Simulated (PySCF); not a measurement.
From one molecule to another.

First species: C4H5F2N.
SMILES: `[H]/N=C\C=C/C(F)F`

Second species: C4H5F2N.
Geometry (GFN2-xTB, Å), atoms numbered from 1 in this order:
```xyz
12
C4H5F2N angstrom
C     -1.308    0.471   -0.269
C     -0.300   -0.026    0.761
C      0.916   -0.666    0.092
F      0.550   -1.772   -0.616
F      1.790   -1.115    1.039
C      1.605    0.279   -0.794
N      2.124    1.039   -1.468
H     -1.633   -0.348   -0.906
H     -0.873    1.247   -0.895
H     -2.177    0.882    0.237
H     -0.751   -0.786    1.404
H      0.058    0.793    1.388
```

Levels: CAM-B3LYP/def2-SVPD for dipole moment, HOMO energy, LUMO energy, HOMO–LUMO gap, static isotropic polarisability and electronic spatial extent ⟨r²⟩ about the centre of nuclear charge; TDDFT CAM-B3LYP/def2-SVPD for lowest singlet excitation; TDA CAM-B3LYP/def2-SVPD for lowest triplet excitation (Tamm–Dancoff); GFN2-xTB for rotational constant A and rotational constant C. Geometries: GFN2-xTB. Each species is one conformer at its optimised geometry, gas phase, non-relativistic unless stated; the electronic structure was computed with PySCF and density fitting.

The conformers computed, where there is a choice (atom-mapped SMILES and torsion angles):
- `[H]/[N:1]=[CH:2]\[CH:3]=[CH:4]/[CH:5]([F:6])[F:7]`: N1–C2–C3–C4 178°, C3–C4–C5–F6 -179°
- `[CH3:1][CH2:2][C:3]([F:4])([F:5])[C:6]#[N:7]`: C1–C2–C3–F4 -63°

Values for the first species:

```
Dipole moment                                                     : 2.66 D
HOMO energy                                                       : -9.42 eV
LUMO energy                                                       : -0.95 eV
HOMO–LUMO gap                                                     : 8.47 eV
Lowest singlet excitation                                         : 4.45 eV
Lowest triplet excitation (Tamm–Dancoff)                          : 3.46 eV
Static isotropic polarisability                                   : 60.5 au
Electronic spatial extent ⟨r²⟩ about the centre of nuclear charge : 910 bohr²
Rotational constant A                                             : 6.911 GHz
Rotational constant C                                             : 1.189 GHz
```

(1) Estimate the same properties for the second species, and the change in each.

Answers

(1) 
```tsv
property	first	second	second less first
dipole moment	2.66 D	3.35 D	+0.69 D
HOMO energy	-9.42 eV	-11.87 eV	-2.45 eV
LUMO energy	-0.95 eV	0.61 eV	+1.56 eV
HOMO–LUMO gap	8.47 eV	12.48 eV	+4.01 eV
lowest singlet excitation	4.45 eV	7.61 eV	+3.16 eV
lowest triplet excitation (Tamm–Dancoff)	3.46 eV	6.30 eV	+2.84 eV
static isotropic polarisability	60.5 au	52.6 au	-7.9 au
electronic spatial extent ⟨r²⟩ about the centre of nuclear charge	910 bohr²	702 bohr²	-208 bohr²
rotational constant A	6.911 GHz	2.962 GHz	-3.949 GHz
rotational constant C	1.189 GHz	1.898 GHz	+0.709 GHz
```

On the first: The vertical singlet–triplet gap S1 − T1 is 0.99 eV (TDDFT singlet less Tamm–Dancoff triplet; S1: HOMO→LUMO, weight 0.93; T1: HOMO−1→LUMO, weight 0.94).

On the second: The dipole matches unit charges of opposite sign 0.70 Å apart (1 e·Å = 4.8032 D). The principal polarisabilities are 46.0, 51.9 and 60.0 au; their mean is the isotropic value.
